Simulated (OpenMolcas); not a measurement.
**Os6+: moving or changing the point charges**

Os6+ among 6 point charges of -1.7 e arranged as an octahedron (Oh), 1.76 Å from the ion.
```
   1.7600    0.0000    0.0000  -1.70
   0.0000    1.7600    0.0000  -1.70
  -1.7600    0.0000    0.0000  -1.70
   0.0000   -1.7600    0.0000  -1.70
   0.0000    0.0000    1.7600  -1.70
   0.0000    0.0000   -1.7600  -1.70
```

* Program: OpenMolcas
* Method: SS-CASPT2, IPEA 0.25 Eh, imaginary shift 0.1 Eh (closed shells correlated: 5s 5p)
* Basis: ANO-RCC-VDZP [7s6p4d2f1g]
* Scalar Hamiltonian: DKH2, point nucleus
* Active space: 2 electrons in 5 orbitals (5d)
* State averaging: 2S+1 = 3 even, 10 roots; 2S+1 = 1 even, 15 roots
* Spin-orbit coupling: RASSI with atomic mean-field integrals over the reference wave functions

Runs around this geometry, states (labels of O, the rotations of Oh). Energies in cm-1 above the lowest state or level, χT in cm3 K/mol; under a threefold ground state the first gap can be a small split of the lowest multiplet, not the spin-orbit step; 10Dq and B are least-squares fits to the states below 45000 cm-1, weighted by degeneracy, with a free offset, and given where the rms deviation is under 5 % of |10Dq| (or 100 cm-1) and under 700 cm-1.

```json
{"R (Å)": "1.91", "q (e)": "-1.36", "Ground state": "3T1", "First state of that spin": "3T2 6080", "10Dq": "7420", "B (rms of fit)": "829 (209)", "First gap with spin-orbit (degeneracies)": "1200 (2, 3)", "χT at 300 K": "0.090", "First state of another spin": "1T2 11980"}
{"R (Å)": "1.76", "q (e)": "-1.7", "Ground state": "3T1", "First state of that spin": "3T2 11810", "10Dq": "13458", "B (rms of fit)": "826 (204)", "First gap with spin-orbit (degeneracies)": "1320 (2, 3)", "χT at 300 K": "0.051", "First state of another spin": "1T2 12170"}
{"R (Å)": "2.07", "q (e)": "-1.7", "Ground state": "3T1", "First state of that spin": "3T2 5190", "10Dq": "6352", "B (rms of fit)": "835 (224)", "First gap with spin-orbit (degeneracies)": "1120 (2, 3)", "χT at 300 K": "0.104", "First state of another spin": "1T2 11900"}
```

Taking |10Dq| as R^-n, n = -ln(6352 / 13458) / ln(2.07 / 1.76) = 4.6 between the shortest and longest distance. The point-charge formula for a cubic d site gives n = 5.

Roots that are degenerate in the reference are averaged as groups; the widest CASPT2 spread within a group is 270 cm-1 (the 3-fold group of multiplicity 1 near 23600 cm-1 above the lowest state of its run, R = 1.91, q = -1.36). Shifts and gaps below about the spread of the groups concerned are not significant. Free-ion shares, where given, are those of the reference states; single-state CASPT2 does not remix them. Spin-orbit coupling mixes the spin-free states strongly: the lowest level takes only 68 % from its leading state, 3T1 (figures for R = 1.91, q = -1.36; the like holds for R = 2.07, q = -1.7). This field is weak: 10Dq is about 7420 cm-1, while octahedral complexes of 5d ions of charge 3 and more, computed by the same method with explicit ligands, had a median near 35000 cm-1. Ground spin and moment need not be those of a real site (figures for R = 1.91, q = -1.36; the like holds for R = 1.76, q = -1.7, R = 2.07, q = -1.7). An orbital triplet at a regular site is open to Jahn-Teller coupling, which can distort the site and quench the lowest spin-orbit gaps and is left out (holds for R = 1.76, q = -1.7). Point charges carry no covalency, so the field is a model and not that of real ligands. No measured value stands beside these numbers.
